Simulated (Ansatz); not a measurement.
H₃NSZn, SMILES `[NH2][Zn][SH]` at its PBE0-D4/def2-TZVP geometry, where that method's forces vanish. Charge 0, multiplicity 1.

```xyz
6

N    -0.5547    1.4035   -0.2082
Zn   -0.1359   -0.2988    0.2592
S     0.2106   -2.3155    0.9398
H     0.1035    2.1327    0.0256
H    -0.8927    1.5658   -1.1458
H     1.2692   -2.4877    0.1293
```

**Question.** What forces (eV/Å) does r2SCAN-D4/def2-TZVPP give on these atoms in Ansatz 0.2.0? (Estimate.)

**Answer.** Ansatz gave: 
```
N1  -0.018 -0.174  0.097
Zn2  0.020 -0.006 -0.014
S3  -0.045  0.139 -0.029
H4   0.024  0.020 -0.016
H5   0.012  0.013 -0.029
H6   0.006  0.008 -0.009
```
